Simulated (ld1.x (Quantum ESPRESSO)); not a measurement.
# Pseudopotential generation for Si (Z = 14): ultrasoft, PBE, non-relativistic.

ld1.x (Quantum ESPRESSO) 7.5 was run on this input:

```
&input
   title='Si', zed=14., rel=0, dft='PBE', iswitch=3,
   config='[Ne] 3s1.5 3p2.5 3d-2',
   nld=3, rlderiv=2.35, eminld=-3.0, emaxld=5.0, deld=0.02
 /
 &inputp
   pseudotype=3, tm=.true., lloc=-1, rcloc=1.85,
   nlcc=.true., new_core_ps=.true., rcore=1.65,
   file_pseudopw='Si.UPF', file_wfcaegen='ae.wfc', file_wfcncgen='nc.wfc', file_beta='beta', file_chi='chi', file_wfcusgen='us.wfc'
 /
6
3S  1  0   1.50   0.00  1.85  2.15  0.0
3S  1  0   0.00   0.30  1.85  2.15  0.0
3P  2  1   2.50   0.00  1.85  2.15  0.0
3P  2  1   0.00   0.75  1.85  2.15  0.0
3D  3  2  -2.00  -0.05  1.70  1.95  0.0
3D  3  2  -2.00   0.80  1.70  1.95  0.0
 &test
   configts(1)='3s1.5 3p2.5'
 /
```

Command:

```bash
ld1.x < Si.in > Si.out
```

Output (shortened: banner, matrices, multipoles, cross overlaps and the repeated all-electron block are left out):

```
Program LD1 v.7.5
     --------------------------- All-electron run ----------------------------

     Si

     atomic number is 14.00
     dft =PBE   lsd =0 sic =0 latt =0  beta=0.20 tr2=1.0E-14
     Exchange-correlation= PBE
                           (   1   4   3   4   0   0   0)
     mesh =1141 r(mesh) = 100.57892 a.u. xmin = -7.00 dx = 0.01250
     1 Ry =  13.60569312 eV

     n l     nl                  e(Ry)          e(Ha)          e(eV)
     1 0     1S 1( 2.00)      -130.9782       -65.4891     -1782.0490
     2 0     2S 1( 2.00)       -10.2660        -5.1330      -139.6761
     2 1     2P 1( 6.00)        -7.0866        -3.5433       -96.4185
     3 0     3S 1( 1.50)        -0.8195        -0.4097       -11.1493
     3 1     3P 1( 2.50)        -0.3226        -0.1613        -4.3895

     final scf error:  5.8E-15 reached in  22 iterations

     Etot =    -578.159992 Ry,    -289.079996 Ha,   -7866.267431 eV

     Ekin =     577.296238 Ry,     288.648119 Ha,    7854.515451 eV
     Encl =   -1377.393845 Ry,    -688.696923 Ha,  -18740.397967 eV
     Eh   =     263.079070 Ry,     131.539535 Ha,    3579.373097 eV
     Exc  =     -41.141455 Ry,     -20.570728 Ha,    -559.758012 eV

     normalization and overlap integrals

     s(1S/1S) =  1.000000  <r> =   0.1116  <r2> =    0.0168  r(max) =   0.0732
     s(2S/2S) =  1.000000  <r> =   0.5697  <r2> =    0.3879  r(max) =   0.4543
     s(2P/2P) =  1.000000  <r> =   0.5379  <r2> =    0.3651  r(max) =   0.3861
     s(3S/3S) =  1.000000  <r> =   2.1540  <r2> =    5.4014  r(max) =   1.7967
     s(3P/3P) =  1.000000  <r> =   2.7482  <r2> =    9.0741  r(max) =   2.1403

     ------------------------ End of All-electron run ------------------------

     --------------------- Generating US pseudopotential ---------------------

      Generating local potential from pseudized AE potential:
      Matching radius rcloc =   1.8500

      Local pseudo, rcloc= 1.842 Estimated cut-off energy=     7.06 Ry

      Computing core charge for nlcc:

       r > 1.67 : true rho core
      Core charge pseudized with two Bessel functions
      Integrated core pseudo-charge :   0.92

      Wfc   3S  rcut= 1.842  Using Troullier-Martins method
      Wfc-us  3S rcutus= 2.140  Estimated cut-off energy=    10.24 Ry

      Wfc   3S  rcut= 1.842  Using Troullier-Martins method
      Wfc-us  3S rcutus= 2.140  Estimated cut-off energy=    13.28 Ry

      Wfc   3P  rcut= 1.842  Using Troullier-Martins method
      Wfc-us  3P rcutus= 2.140  Estimated cut-off energy=    16.34 Ry

      Wfc   3P  rcut= 1.842  Using Troullier-Martins method
      Wfc-us  3P rcutus= 2.140  Estimated cut-off energy=    18.86 Ry

      Wfc   3D  rcut= 1.709  Using Troullier-Martins method
      Wfc-us  3D rcutus= 1.937  Estimated cut-off energy=    27.99 Ry

      Wfc   3D  rcut= 1.709  Using Troullier-Martins method
      Wfc-us  3D rcutus= 1.937  Estimated cut-off energy=    29.19 Ry

     ------------------- End of pseudopotential generation -------------------

     Computing logarithmic derivative in   2.35070
     Computing logarithmic derivative in   2.35070
     Computing the partial wave expansion
     R is outside the sphere for l=    0 j= 0.00
     R is outside the sphere for l=    0 j= 0.00
     R is outside the sphere for l=    1 j= 0.00
     R is outside the sphere for l=    1 j= 0.00
     R is outside the sphere for l=    2 j= 0.00
     R is outside the sphere for l=    2 j= 0.00

     ---------------------- Testing the pseudopotential ----------------------

     Si

     atomic number is 14.00   valence charge is  4.00
     dft =PBE   lsd =0 sic =0 latt =0  beta=0.20 tr2=1.0E-14
     mesh =1141 r(mesh) = 100.57892 xmin = -7.00 dx = 0.01250

     n l     nl             e AE (Ry)        e PS (Ry)    De AE-PS (Ry)
     1 0     3S   1( 1.50)       -0.81946       -0.81946        0.00000
     2 1     3P   1( 2.50)       -0.32262       -0.32262        0.00000

     eps = 3.3E-26  iter =  1

     Etot =    -578.159992 Ry,    -289.079996 Ha,   -7866.267431 eV
     Etotps =    -8.033045 Ry,      -4.016523 Ha,    -109.295152 eV

     Ekin =       3.052122 Ry,       1.526061 Ha,      41.526242 eV
     Encl =     -14.818899 Ry,      -7.409449 Ha,    -201.621389 eV
     Ehrt =       5.755083 Ry,       2.877542 Ha,      78.301900 eV
     Ecxc =      -2.846777 Ry,      -1.423388 Ha,     -38.732369 eV
     (Ecc =      -0.765365 Ry,      -0.382683 Ha,     -10.413328 eV)
     Epseu=       0.825424 Ry,       0.412712 Ha,      11.230464 eV

     ---------------------- End of pseudopotential test ----------------------
```

Generation and configuration tests took about 1.6 s on one core of a shared server CPU.
